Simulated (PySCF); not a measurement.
## Zn¹⁵⁺: ionisation energy

Zn¹⁵⁺ [Ne] 3s2 3p3 [3p1/2^2 3p3/2^1, M_J = 3/2] → Zn¹⁶⁺ [Ne] 3s2 3p2 [3p1/2^2, M_J = 0], as a difference of total energies. Computed with PySCF 2.14 in an uncontracted even-tempered set (19 s from 1.3 bohr⁻², ratio 2.4; 13 p from 1.7 bohr⁻², ratio 2.4; 5 d from 7.8 bohr⁻², ratio 2.6; 4 f from 12 bohr⁻², ratio 2.6), with the two-component X2C-1e Hamiltonian. Correlated levels: 1s2 frozen; the 50 highest virtual spinors dropped. "Screened" scales the spin-orbit matrix elements by Boettger's factors to mimic the two-electron term; Breit and QED terms are absent.

| method | ionisation energy (eV) |
| --- | --- |
| GHF (spin-free) | 537.31 |
| GMP2 (spin-free) | 537.76 |
| GHF (screened spin-orbit) | 535.10 |
| GMP2 (screened spin-orbit) | 535.40 |

Task: How much does correlation contribute at GMP2 (screened spin-orbit)?

Result: 535.40 − (535.10) = 0.30 eV, measured against GHF (screened spin-orbit).

The labels give the starting determinants; with spin-orbit coupling the two ends relaxed to ⟨J²⟩ = 3.75, ⟨L²⟩ = 0.14, ⟨S²⟩ = 3.56 and ⟨J²⟩ = 0.83, ⟨L²⟩ = 1.80, ⟨S²⟩ = 1.78.

The determinant of Zn¹⁶⁺ mixes levels of different J (the jj label is only the starting occupation), so the difference between spin-free and spin-orbit rows is not the physical spin-orbit shift.

For comparison: 540 ± 1 eV (semi-empirical (NIST evaluation); NIST Atomic Spectra Database, ionization energies).
